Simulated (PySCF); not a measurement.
# Electron correlation in Ru³⁺ (ruthenium, charge +3)

[Kr] 4d5, high-spin 6S determinant. Calculation: PySCF 2.14, in def2-QZVPPD with the def2 core potential (28 electrons); scalar relativity through the core potential. Frozen: 4s2 4p6; 5 electrons correlated.

```csv
level,correlation energy (mhartree)
CCSD,-70.29
(T),-0.76
CCSD(T),-71.05
```

Diagnostics: T1 = 0.00079, D1 = 0.0011, largest double amplitude 0.022.

Is a single reference adequate?

Yes, within this model without spin-orbit coupling: T1 lies below 0.03 and no double amplitude reaches 0.07.
